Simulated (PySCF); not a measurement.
The vertical singlet excitations below were computed for one of the candidates. Level of theory: TDDFT CAM-B3LYP/def2-SVPD, vertical, gas phase, core orbitals frozen in the response in PySCF. Geometries: GFN2-xTB, one conformer each.

```tsv
state	E (eV)	f	main configurations (H = HOMO, L = LUMO)
S1	4.45	0.0016	H→L (81%)
S2	6.52	0.0006	H-1→L+4 (21%), H-1→L+2 (11%), H→L+3 (10%)
S3	6.71	0.0014	H→L+1 (17%), H-1→L (13%), H-1→L+4 (12%)
S4	6.76	0.010	H→L+4 (17%), H-1→L+3 (14%)
S5	7.05	0.0016	H→L+1 (48%), H-1→L (23%)
S6	7.07	0.0033	H-1→L (45%), H-1→L+4 (10%), H→L+1 (9%)
S7	7.33	0.0043	H-2→L (72%)
S8	7.54	0.154	H-3→L (85%)
```

Triplets computed (Tamm–Dancoff): 3.95, 5.45, 5.70 eV.

Task: Which candidate is it? All have the formula C6H10OSi.
A. `C[SiH2]c1ccc(C)o1`
B. `C#C[C@H](C)C(=O)C[SiH3]`
C. `C=C/C=C/C(=C)O[SiH3]`

Result: B. Its S1, at 4.45 eV, is the lowest among the candidates; the nearest of the others has S1 at 4.93 eV. S1 is HOMO→LUMO (81%). Löwdin shares by element: HOMO oxygen 43%, carbon 30% or more (atoms not listed hold the other 27%); LUMO carbon 37% or more, oxygen 24%, silicon 10% (atoms not listed hold the other 29%). At the same level the other candidates give, for their lowest levels:
- `C[SiH2]c1ccc(C)o1`: 5.71 eV (f 0.365); 6.10 eV (f 0.006); 6.77 eV (f 0.003); 6.81 eV (f 0.002); 6.91 eV (f 0.012); T1 3.77 eV; HOMO -7.54, LUMO 0.97 eV
- `C=C/C=C/C(=C)O[SiH3]`: 4.93 eV (f 0.994); 5.97 eV (f 0.005); 6.13 eV (f 0.062); 6.49 eV (f 0.000); 6.67 eV (f 0.003); T1 2.64 eV; HOMO -7.41, LUMO -0.34 eV

The values belong to the conformer `[CH:1]#[C:2][C@H:3]([CH3:4])[C:5](=[O:6])[CH2:7][SiH3:8]`: C2–C3–C5–O6 164°, C3–C5–C7–Si8 95°.
